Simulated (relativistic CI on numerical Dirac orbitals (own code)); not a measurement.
Ru²⁸⁺: sensitivity of the levels to the model

Base calculation: Dirac-Coulomb-Breit CI, separate exchange-only KLI orbitals for each configuration, a model potential for QED, unscaled Slater integrals.

Configuration list (outside the closed core [Ne]): 3s²3p⁴, 3s3p⁵, 3s²3p³3d, 3p⁶, 3s3p⁴3d, 3p⁵3d, 3s3p³3d², 3s²3p²3d4p, 3p⁵4s, 3s²3p³4s, 3s3p³3d4s, 3p⁵4p, 3s²3p³4p, 3s²3p³4d, 3s3p⁴4s, 3p⁴3d4p, 3s²3p³4f, 3s3p⁴4p, 3s3p⁴4d, 3s3p⁴4f, 3s²3p³5s, 3s²3p³5p, 3s²3p³5d, 3s²3p²4s4p, 3s²3p³5f, 3s²3p³5g, 3s3p³4s², 3s3p⁴5s, 3s3p⁴5p, 3s²3p²3d², 3s²3p3d³, 3s3p²3d³, 3s²3p3d²4s, 3s²3p3d²4p, 3s²3p3d²4d, 3p⁴3d², 3p³3d³, 3p³3d²4s, 3p³3d²4p, 3p³3d²4d, 3s²3p²3d4s, 3s3p²3d²4s, 3s²3p3d4s², 3s²3p3d4s4p, 3s²3p3d4s4d, 3p⁴3d4s, 3p³3d4s², 3p³3d4s4p, 3p³3d4s4d, 3s²3p²4s², 3s3p²3d4s², 3s²3p4s²4p, 3s²3p4s²4d, 3s²3p²4p², 3s²3p3d4p², 3s3p²3d4p², 3s²3p4s4p², 3s²3p4p³, 3s²3p4p²4d. Double excitations out of closed p, d and f shells are left out; levels of such configurations are missing from the list, as are those of other unlisted configurations, and high levels can miss mixing partners. These lack a partner that the ground configuration has and come out too high: 3s²3p³4f, 3s3p⁴4p, 3s3p⁴4d, 3s3p⁴4f, 3s²3p³5s.

The lowest level and the first level of each name with at least 55 % of one term (blank where a level has no safe partner in the second run):

```tsv
Level	Base (cm⁻¹)	Shift (cm⁻¹)
3s²3p⁴ ³P2	0	0
3s²3p⁴ ³P1	221561	+1521
3s²3p⁴ ¹D2	267504	+4341
3s3p⁵ ³P°2	851945	+102803
3s²3p³3d ⁵D°0	962377	-10580
3s3p⁵ ³P°0	1082793	+114111
3s²3p³3d ³D°1	1136269	
3s²3p³3d ¹S°0	1157881	-11645
3s²3p³3d ³F°3	1169965	-13645
3s²3p³3d ³D°3	1193503	-12957
3s²3p³3d ³G°4	1205829	-16768
3s²3p³3d ³G°5	1269869	-17053
3s²3p³3d ³D°2	1340373	
3s3p⁴3d ⁵D2	1744250	+21373
3s3p⁴3d ⁵D3	1744827	+19457
3s3p⁴3d ⁵D4	1766024	+18514
3s3p⁴3d ⁵F5	1842769	-5486
```

At this charge energies of transitions that change n are usually good to better than 1 %, and those within a shell (Δn = 0) to a few per cent.

**Question.** One thing was changed in a second run, which moved the levels as shown. Which?
A. Breit term removed
B. configuration mixing switched off
C. QED terms removed
D. P86 correlation estimate
E. one mean potential for all configurations

**Answer.** B. Configuration mixing switched off. Without mixing, levels that were pushed by configurations of the same parity and J return to their single-configuration places.

LS names give the leading component of a level, which can be under half, so a name can repeat, a term be missing and a line seem to break the LS rules.
